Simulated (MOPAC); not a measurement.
Job for MOPAC: PM7 on GaH, a point of a bond scan (R = 6.756 Å).

```
PM7 1SCF PRECISE CHARGE=0 THREADS=1
GaH

Ga    -0.00000000 1    -0.00000000 1    -0.05278299 1
H      0.00000000 1     0.00000000 1     6.70344005 1
```

Program output:

```
*******************************************************************************
 **                                                                           **
 **                              MOPAC v23.2.5                                **
 **                                                                           **
 *******************************************************************************
 ** MOPAC's Digital Object Identifier: https://doi.org/10.5281/zenodo.6511958 **
 **                                                                           **
 ** Please cite the open-source release paper for use of this MOPAC version:  **
 ** J. E. Moussa and J. J. P. Stewart (2026)                                  **
 ** MOPAC: An open-source semiempirical molecular orbital program             **
 ** J. Open Source Softw., 11(119), 8025, https://doi.org/10.21105/joss.08025 **
 *******************************************************************************

                              PM7 CALCULATION RESULTS

 *******************************************************************************
 *  PM7        - The PM7 Hamiltonian to be used
 *
 *
 *
 *                 CHARGE ON SYSTEM = 0
 *
 *
 *
 *  PRECISE    - TIGHTER CRITERIA TO BE USED
 *  1SCF       - DO 1 SCF AND THEN STOP
 *  THREADS=1  - MULTI-THREADING NOT USED
 *  T=         - A TIME OF 172800.0 SECONDS REQUESTED
 *  DUMP=N     - RESTART FILE WRITTEN EVERY 7200.0 SECONDS REQUESTED
 *******************************************************************************
PM7 1SCF PRECISE CHARGE=0 THREADS=1
 GaH

   ATOM   CHEMICAL          X               Y               Z
  NUMBER   SYMBOL      (ANGSTROMS)     (ANGSTROMS)     (ANGSTROMS)

     1      Ga         -0.00000000  *  -0.00000000  *  -0.05278299  *
     2       H          0.00000000  *   0.00000000  *   6.70344005  *



          CARTESIAN COORDINATES

    NO.       ATOM           X           Y           Z

     1        Ga         -0.0000     -0.0000     -0.0528
     2         H          0.0000      0.0000      6.7034

 General Reference for PM7:
 "Optimization of Parameters for Semiempirical Methods VI: More Modifications to the
 NDDO Approximations and Re-optimization of Parameters", J. J. P. Stewart, J. Mol. Mod., 1:32, 19 (2013)
 https://link.springer.com/article/10.1007/s00894-012-1667-x

           Empirical Formula: H Ga  =     2 atoms



      MOLECULAR POINT GROUP   :   C*v


      RHF CALCULATION, NO. OF DOUBLY OCCUPIED LEVELS = 2



 ALL CONVERGERS ARE NOW FORCED ON
 SHIFT=10, PULAY ON, CAMP-KING ON
 AND ITERATION COUNTER RESET



 -------------------------------------------------------------------------------
 PM7 1SCF PRECISE CHARGE=0 THREADS=1
 GaH



     1SCF WAS SPECIFIED, SO BFGS WAS NOT USED
     SCF FIELD WAS ACHIEVED


                              PM7 CALCULATION
                                                       MOPAC v23.2.5 Linux




          FINAL HEAT OF FORMATION =        202.05492 KCAL/MOL =     845.39780 KJ/MOL


          COSMO AREA              =         81.51 SQUARE ANGSTROMS
          COSMO VOLUME            =         53.20 CUBIC ANGSTROMS

          IONIZATION POTENTIAL    =          3.774694 EV
          HOMO LUMO ENERGIES (EV) =         -3.775 -1.644
          NO. OF FILLED LEVELS    =          2
          MOLECULAR WEIGHT        =         70.7429         POINT GROUP:  C*v

          MOLECULAR DIMENSIONS (Angstroms)

            Atom       Atom       Distance
            H     2   Ga     1     6.75622
            H     2   Ga     1     0.00000
           Ga     1    H     2     0.00000


          SCF CALCULATIONS        =          1





   ATOM   CHEMICAL          X               Y               Z
  NUMBER   SYMBOL      (ANGSTROMS)     (ANGSTROMS)     (ANGSTROMS)

     1      Ga         -0.00000000  *  -0.00000000  *  -0.05278299  *
     2       H          0.00000000  *   0.00000000  *   6.70344005  *

                             CARTESIAN COORDINATES

   1   Ga       -0.000000000    -0.000000000    -0.052782990
   2    H        0.000000000     0.000000000     6.703440050


           Empirical Formula: H Ga  =     2 atoms



      MOLECULAR POINT GROUP   :   C*v


                  EIGENVALUES
 -14.07877  -3.77469  -1.64398   1.15670   1.15671


              NET ATOMIC CHARGES AND DIPOLE CONTRIBUTIONS

  ATOM NO.   TYPE          CHARGE      No. of ELECS.   s-Pop       p-Pop
    1         Ga           0.213946        2.7861     2.00000     0.78605
    2          H          -0.213946        1.2139     1.21395
 DIPOLE           X         Y         Z       TOTAL
 POINT-CHG.     0.000     0.000    -6.943     6.943
 HYBRID         0.000     0.000     0.002     0.002
 SUM            0.000     0.000    -6.941     6.941


          ATOMIC ORBITAL ELECTRON POPULATIONS

     Atom    s        px        py        pz
    1 Ga   2.00000   0.02636   0.02686   0.73283
    2  H   1.21395

 **********************
 *                    *
 * JOB ENDED NORMALLY *
 *                    *
 **********************




 == MOPAC DONE ==
```

The run finished.

Cost: very roughly 0.09 core-seconds.
